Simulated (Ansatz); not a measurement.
The cluster H2Au2⁻. Charge -1, multiplicity 2. Geometry PBE0-D4/def2-TZVPD, basis def2-TZVPD, Ansatz.

Cartesian coordinates in Å:
```
Au 1.175 1.567 0.876
Au -0.365 -0.471 -0.379
H -1.016 -1.224 -1.661
H 0.206 0.128 1.164
```

| run | HOMO (eV) | LUMO (eV) |
| --- | --- | --- |
| A | -0.58 | 2.31 |
| B | -2.09 | 4.01 |
| C | 0.52 | 1.36 |
| D | 0.45 | 1.26 |
| E | 0.14 | 1.56 |
| F | 0.07 | 1.80 |

In the def2 sets Au takes a core potential; there is no spin–orbit coupling. HSE06 is defined as in plane-wave codes, on full-range PBE exchange. The structure comes from a short search, and lower isomers may exist.

HOMO and LUMO are taken over both spins.

Q: The runs used HSE06, PBE, r2SCAN, r2SCAN0, revPBE, ωB97X-V. Estimate which is which.

A: A r2SCAN0 (25 % exact exchange); B ωB97X-V (range-separated); C revPBE (0 % exact exchange); D PBE (0 % exact exchange); E r2SCAN (0 % exact exchange); F HSE06 (range-separated). Exact exchange lowers occupied and raises empty levels; among semilocal functionals meta-GGAs tend to open the gap a little, and such runs are hard to tell apart. The gap grows from 0.80 eV (PBE) to 6.10 eV (ωB97X-V). At revPBE-D4/def2-TZVPD, PBE-D4/def2-TZVPD, r2SCAN-D4/def2-TZVPD, HSE06-D4/def2-TZVPD the highest occupied level of the charge -1 doublet lies above zero (up to 0.52 eV). By energy differences its removal costs 2.09 eV (vertical, to the charge 0 singlet, at PBE0-D4/def2-TZVPD).
